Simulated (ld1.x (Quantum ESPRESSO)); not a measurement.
Reading a pseudo-wave (H)

Columns: radius, all-electron u(r) and pseudo u(r) of the 1s shell (level -6.33 eV) of hydrogen in the configuration 1s1; PBEsol, non-relativistic, PAW scheme, ld1.x (Quantum ESPRESSO) 7.5.

```
r (bohr)  all-electron  pseudo
   0.050        0.0894  0.0711
   0.100        0.1701  0.1412
   0.150        0.2426  0.2091
   0.200        0.3076  0.2739
   0.250        0.3656  0.3348
   0.300        0.4173  0.3912
   0.350        0.4631  0.4424
   0.400        0.5034  0.4883
   0.450        0.5388  0.5286
   0.500        0.5696  0.5636
   0.550        0.5963  0.5933
   0.600        0.6192  0.6182
   0.650        0.6385  0.6387
   0.700        0.6547  0.6554
   0.750        0.6680  0.6686
   0.800        0.6787  0.6791
   0.850        0.6869  0.6871
   0.900        0.6929  0.6930
   0.950        0.6970  0.6970
   1.000        0.6993  0.6993
   1.050        0.6999  0.6999
   1.100        0.6990  0.6990
   1.150        0.6968  0.6968
   1.200        0.6934  0.6934
   1.250        0.6889  0.6889
   1.300        0.6835  0.6835
```

(1) How many radial nodes do the two functions have?

(2) At about which radius was the pseudo-wave matched?

(3) Is the pseudo-wave norm-conserving?

## Answers

(1) The all-electron 1s function has n − l − 1 = 0; the pseudo-wave has 0.

(2) 0.95 bohr. The columns agree to 0.0005 from 0.80 bohr on; several derivatives are matched, so the curves merge somewhat inside the radius.

(3) No, it belongs to a PAW set: the norm inside the radius is not constrained, and the difference is carried by the augmentation charge.
